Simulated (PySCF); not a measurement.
**How neighbours change a Si atom**

Gas-phase molecules, one conformer each, optimised by PBE0-D3(BJ)/def2-SVP. No frequency run checks that these structures are minima. Shifts by GIAO PBE0/pcSseg-1 against computed TMS. Core levels by delta-SCF with SCAN, pcX-2 on the ionised atom and pcseg-1 elsewhere, spin-free X2C (2p3/2 is the spin-free 2p value less a third of a first-order spin-orbit splitting); from the vacuum level. Excitations by CAM-B3LYP/def2-SVPD.

Task: Order these by the shift of Si (ppm), lowest first.
A. C[Si](C)(O[SiH3])O[SiH3] (Si bonded to 2 C + 2 O)
B. C[Si](O[SiH3])(O[SiH3])O[SiH3] (Si bonded to 1 C + 3 O)
C. C[Si](C)(C)C (Si bonded to 4 C)
D. C[Si](C)(C)O[SiH3] (Si bonded to 3 C + 1 O)

Result: B (-50.3), A (-2.8), C (-0.1), D (20.9).

Task: Give the other values.

Result: 
| structure (SMILES) | Si bonded to | shift of Si (ppm) | core level of Si (eV) | lowest singlet (eV) |
| --- | --- | --- | --- | --- |
| C[Si](C)(O[SiH3])O[SiH3] | 2 C + 2 O | -2.8 | 107.29 | 7.26 |
| C[Si](C)(C)O[SiH3] | 3 C + 1 O | 20.9 | 106.60 | 7.36 |
| C[Si](C)(C)C | 4 C | -0.1 | 105.72 | 7.99 |
| C[Si](O[SiH3])(O[SiH3])O[SiH3] | 1 C + 3 O | -50.3 | 107.97 | 7.41 |
